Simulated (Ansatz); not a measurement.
Reaction (cleavage of the Si–Si bond): `BO[SiH2][SiH2]O` + `[SiH3]CS` → `O[SiH2]SC[SiH3]` + `BO[SiH3]`

Gas-phase electronic energies from Ansatz, PBE0-D4/def2-TZVP geometries. CCSD(T)/CBS adds triple-zeta CCSD(T) − MP2 to the extrapolated MP2 energy (def2 sets, frozen cores). Functionals use def2-TZVPP. B3LYP here is the variant with VWN-RPA as its local correlation; programs differ in this. One conformer a species, not always the lowest.

| level | ΔE (kJ/mol) | difference from CCSD(T)/CBS |
| --- | --- | --- |
| PBE-D4 | -67.0 | 11.6 |
| r2SCAN-D4 | -76.1 | 2.5 |
| PBE0-D4 | -70.2 | 8.4 |
| B3LYP-D4 | -73.8 | 4.8 |
| ωB97X-V | -73.3 | 5.3 |
| ωB97M-V | -80.5 | -1.9 |
| B2PLYP | -75.6 | 3.0 |
| PBE | -63.6 | 15.0 |
| r2SCAN | -75.3 | 3.3 |
| PBE0 | -67.4 | 11.2 |
| B3LYP | -68.2 | 10.4 |
| HF/def2-TZVPP | -75.5 | 3.1 |
| MP2/def2-TZVPP | -86.7 | -8.1 |
| SCS-MP2/def2-TZVPP | -82.9 | -4.3 |
| CCSD/def2-TZVPP | -74.2 | 4.4 |
| CCSD(T)/def2-TZVPP | -76.0 | 2.6 |
| HF/def2-QZVPP | -75.8 | 2.8 |
| MP2/def2-QZVPP | -88.3 | -9.7 |
| SCS-MP2/def2-QZVPP | -84.4 | -5.8 |
| HF/CBS(def2) | -75.9 | 2.7 |
| MP2/CBS(def2) | -89.3 | -10.7 |
| CCSD/CBS(def2) | -76.8 | 1.8 |
| CCSD(T)/CBS | -78.6 | 0 |

Largest T1 diagnostic among the species: 0.013.

The D4 term adds −5.6 kJ/mol with B3LYP and −2.8 kJ/mol with PBE0; it sums over pairs of atoms, weighted by their polarisabilities, and B3LYP, whose exchange is more repulsive, gets the larger term. From PBE to PBE0 (25 % exact exchange), in def2-TZVPP and without D4, ΔE moves by −3.7 kJ/mol.

CCSD(T)/CBS has its own doubt, a few kJ/mol and more with outer-core shells, so smaller differences from it don't rank the levels.
